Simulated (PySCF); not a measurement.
# IrF from Hartree–Fock to correlated methods

State: triplet, unpaired electrons π ↑, δ ↑, a mixture of terms (⟨Lz²⟩ = 5.4). Set-up: PySCF, spin-free X2C with a Gaussian nucleus, basis sets Ir x2c-TZVPPall, F x2c-TZVPPall. De refers to Ir (5d7 6s2) + F in their high-spin ground configurations, without counterpoise correction. The functionals are run spin-unrestricted. A positive dipole means Ir(−)F(+).

| Level | Re (Å) | ωe (cm⁻¹) | De (eV) | μ (D) | CPU s a point (SCF and correlation, without the integrals) |
| --- | --- | --- | --- | --- | --- |
| ROHF | 1.897 | 574 | n/a | -5.02 | 5.5 |
| ROHF-MP2 | 1.828 | 689 | n/a | n/a | 11 |
| ROHF-SCS-MP2 | 1.838 | 672 | n/a | n/a | n/a |
| PBE | 1.849 | 645 | n/a | -2.62 | 4.6 |
| BLYP | 1.866 | 629 | n/a | -2.66 | 3.2 |
| TPSS | 1.848 | 652 | n/a | -2.75 | 6.2 |
| r²SCAN | 1.837 | 666 | n/a | -2.82 | 6.4 |
| B3LYP | 1.857 | 639 | n/a | -3.16 | 18 |
| PBE0 | 1.845 | 649 | n/a | -3.25 | 11 |
| B97-3 | 1.860 | 623 | n/a | -3.43 | 8.5 |
| ωB97X-V | 1.854 | 641 | n/a | -3.58 | 36 |

The bond length runs from 1.828 Å (ROHF-MP2) to 1.897 Å (ROHF).

Correlated steps freeze 24 core orbitals. De is left out where the level can put another filling of the metal’s s and d shells below the measured ground configuration, by anything from nothing to about 1 eV. These are scalar-relativistic numbers at best; spin–orbit coupling would shift them, the dissociation energy most. With d or f electrons several states lie close, and the lowest PBE0 determinant need not be the measured ground state.

The whole job (state search and all levels along the bond) took about 22 min on 2 threads of Arm Neoverse V1 (shared host), peak memory 8.5 GiB.
